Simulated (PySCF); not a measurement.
Compound: CH7B2FN2.
Cartesian coordinates in Å at the PBE0-D3(BJ)/def2-SVP level; atoms count from 1:
```
atom  x, y, z in Å
B1    -2.397   -0.142   -0.039
N2    -1.443    0.879   -0.110
B3     0.004    0.778   -0.076
F4     0.690    1.929   -0.190
N5     0.695   -0.427    0.066
C6     2.125   -0.582    0.102
H7    -2.034   -1.293    0.080
H8    -3.576    0.123   -0.096
H9    -1.785    1.829   -0.216
H10    0.154   -1.279    0.147
H11    2.601    0.405    0.019
H12    2.470   -1.040    1.045
H13    2.499   -1.204   -0.730
```

Method: PySCF 2.14.0, PBE0-D3(BJ)/def2-SVP geometry optimisation, gas phase.

Masses are those of the commonest isotopes; rigid-rotor values at the optimised geometry. The values belong to one conformer with, in the numbering `[BH2:1][NH:2][B:3]([F:4])[NH:5][CH3:6]`, B1–N2–B3–F4 179°, N2–B3–N5–C6 180°.

(1) What are A, B and C (cm⁻¹)?

(2) Classify the top.

(3) What does the inertial defect say?

(4) Give the other two planar moments, Paa and Pbb, and the rms extents of the mass along the axes.

(5) Predict some low-J microwave lines.

(6) Estimate the classical rotational partition function at 25 K, 200 K and 500 K.

Answers

(1) Ia = 86.43, Ib = 205.56, Ic = 288.78 u·Å²; 505379 MHz·u·Å²/I gives 5847, 2459 and 1750 MHz, that is A = 0.19504, B = 0.08201, C = 0.05837 cm⁻¹.

(2) An asymmetric top; Ray's κ = -0.654.

(3) Not planar: Δ = Ic − Ia − Ib = -3.21 u·Å². For a rigid frame Δ = −2 Σ m c², so Σ m c² = 1.60 u·Å² lies off the ab plane, practically all of it from hydrogen. The atom farthest from that plane is 0.90 Å away.

(4) Paa = Σ m a² = (Ib + Ic − Ia)/2 = 203.96 and Pbb = Σ m b² = (Ia + Ic − Ib)/2 = 84.83 u·Å². With the mass M = 88.08 u, the rms extents √(P/M) along a, b and c are 1.52, 0.98, 0.13 Å.

(5) The dipole components are |μa| = 0.84 D, |μb| = 0.61 D, |μc| = 0.00 D; the mirror of this Cs structure is the ab plane, so μc vanishes by symmetry (the 0.01 D computed is a residue) and there are no c-type lines. Intensities carry the squares of the components, which stand as 1.00 : 0.52 (a : b). Some of the stronger lines:

```csv
type,branch,"J(Ka,Kc)",MHz,lower level (cm⁻¹)
a,Q,"1(1,0) ← 1(1,1)",709,0.253
a,R,"1(0,1) ← 0(0,0)",4209,0.000
b,Q,"2(1,1) ← 2(0,2)",4906,0.418
b,R,"1(1,1) ← 0(0,0)",7597,0.000
a,R,"2(1,2) ← 1(1,1)",7709,0.253
a,R,"2(0,2) ← 1(0,1)",8317,0.140
a,R,"2(1,1) ← 1(1,0)",9126,0.277
b,Q,"2(2,0) ← 2(1,1)",10266,0.581
b,R,"2(1,2) ← 1(0,1)",11097,0.140
b,Q,"2(2,1) ← 2(1,2)",12291,0.511
b,R,"2(2,1) ← 1(1,0)",19292,0.277
```

(6) Point group Cs, symmetry number σ = 1; q = (√π/σ)·√((kT/h)³/(ABC)), k/h = 20836.6 MHz/K: 4200 at 25 K, 95100 at 200 K, 376000 at 500 K.

Not checked by PBE0-D3(BJ)/def2-SVP frequencies. No vibrational averaging or centrifugal distortion is included, and the geometry carries the error of its method. A rigid rotor knows nothing of internal rotation, which can split or shift real lines. Quadrupole hyperfine structure (11B, 14N) is left out.

Hardware: one thread of an Arm Neoverse V1, shared host with 32 logical CPUs at a one-minute load of 35. That covers the optimisation of the geometry.
